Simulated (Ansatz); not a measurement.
```xyz
9

C    -1.0398   -0.7649    0.9039
S    -0.4439    0.9518    0.8577
Si    0.9053    0.8038   -0.7359
Cl    2.3783   -0.5579   -0.3717
Cl    1.7259    2.6401   -0.9905
Cl   -0.0066    0.2183   -2.4629
H    -1.5270   -1.0318   -0.0327
H    -0.2238   -1.4529    1.1194
H    -1.7684   -0.8065    1.7126
```

Total charge 0; spin multiplicity 1.

List the PBE/def2-TZVPP orbital energies in eV (Ansatz 0.2.0). (An estimate is asked.)

Computed: Occupied: -2739.45, -2739.39, -2739.39, -2396.22, -1782.60, -270.17, -250.04, -249.97, -249.97, -209.17, -190.73, -190.66, -190.66, -190.56, -190.56, -190.50, -190.50, -190.49, -190.49, -155.33, -155.23, -155.08, -140.02, -96.78, -96.77, -96.73, -21.75, -20.78, -20.69, -19.85, -16.37, -13.18, -11.33, -11.07, -10.84, -10.57, -9.97, -9.07, -8.76, -8.75, -8.21, -8.18, -7.87, -7.83, -6.37. Lowest empty: -1.45, -0.97, -0.23, 0.08, 0.28, 0.90, 2.01, 2.09.
